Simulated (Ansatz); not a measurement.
Total energies of CH6B2ClGa.

```xyz
11

B    -0.479    1.165    0.888
B     0.636    0.166    0.515
C     1.659   -0.859    0.067
Ga   -1.551    0.398   -0.783
Cl   -1.719   -1.757   -1.108
H    -1.343    0.706    1.612
H    -0.408    2.351    0.727
H     2.153   -0.521   -0.852
H     1.149   -1.799   -0.173
H     2.425   -1.046    0.823
H    -2.522    1.197   -1.717
```

The species carries charge 0 and has multiplicity 1. Correlated methods include outer-core shells of Ga, which these sets cover unevenly. Scalar relativity is left out up to krypton. The bonds changed during the relaxation, so this is another structure than the one it started from. Geometry: relaxed with PBE0-D4/def2-TZVP. It is one conformer, not always the lowest. Basis def2-TZVPP, Ansatz 0.2.0.

RPA on PBE orbitals: Hartree–Fock energy of these orbitals -2473.46042 Eh, correlation -1.35610 Eh (frozen core).

```json
{"functional": "LDA (SPW92)", "energy without D4 (Eh)": "-2471.04575", "D4 term (kJ/mol)": "–"}
{"functional": "PBE", "energy without D4 (Eh)": "-2475.90464", "D4 term (kJ/mol)": "-26.5"}
{"functional": "revPBE", "energy without D4 (Eh)": "-2476.28133", "D4 term (kJ/mol)": "-70.6"}
{"functional": "BLYP", "energy without D4 (Eh)": "-2476.53964", "D4 term (kJ/mol)": "-56.6"}
{"functional": "r2SCAN", "energy without D4 (Eh)": "-2476.43332", "D4 term (kJ/mol)": "-6.5"}
{"functional": "B97M-V", "energy without D4 (Eh)": "-2476.07798", "D4 term (kJ/mol)": "–"}
{"functional": "PBE0", "energy without D4 (Eh)": "-2476.00356", "D4 term (kJ/mol)": "-22.8"}
{"functional": "B3LYP", "energy without D4 (Eh)": "-2476.61199", "D4 term (kJ/mol)": "-43.1"}
{"functional": "r2SCANh", "energy without D4 (Eh)": "-2476.41839", "D4 term (kJ/mol)": "-7.0"}
{"functional": "r2SCAN0", "energy without D4 (Eh)": "-2476.39760", "D4 term (kJ/mol)": "-7.8"}
{"functional": "HSE06 (plane-wave form)", "energy without D4 (Eh)": "-2475.98872", "D4 term (kJ/mol)": "-21.5"}
{"functional": "BHLYP", "energy without D4 (Eh)": "-2476.45060", "D4 term (kJ/mol)": "-36.3"}
{"functional": "CAM-B3LYP", "energy without D4 (Eh)": "-2476.59755", "D4 term (kJ/mol)": "-23.6"}
{"functional": "LC-ωPBE", "energy without D4 (Eh)": "-2476.08230", "D4 term (kJ/mol)": "–"}
{"functional": "ωB97X-V", "energy without D4 (Eh)": "-2476.26220", "D4 term (kJ/mol)": "–"}
{"functional": "ωB97M-V", "energy without D4 (Eh)": "-2476.34569", "D4 term (kJ/mol)": "–"}
{"functional": "B2PLYP", "energy without D4 (Eh)": "-2475.93874", "D4 term (kJ/mol)": "–"}
{"functional": "PBE-QIDH", "energy without D4 (Eh)": "-2475.56562", "D4 term (kJ/mol)": "–"}
```

B3LYP takes the VWN-RPA correlation (the form of Gaussian; ORCA's B3LYP/G). HSE06 is the plane-wave form, built on full-range PBE exchange. The double hybrids freeze the cores in their second-order part.

LC-ωPBE has ω = 0.4 bohr⁻¹.
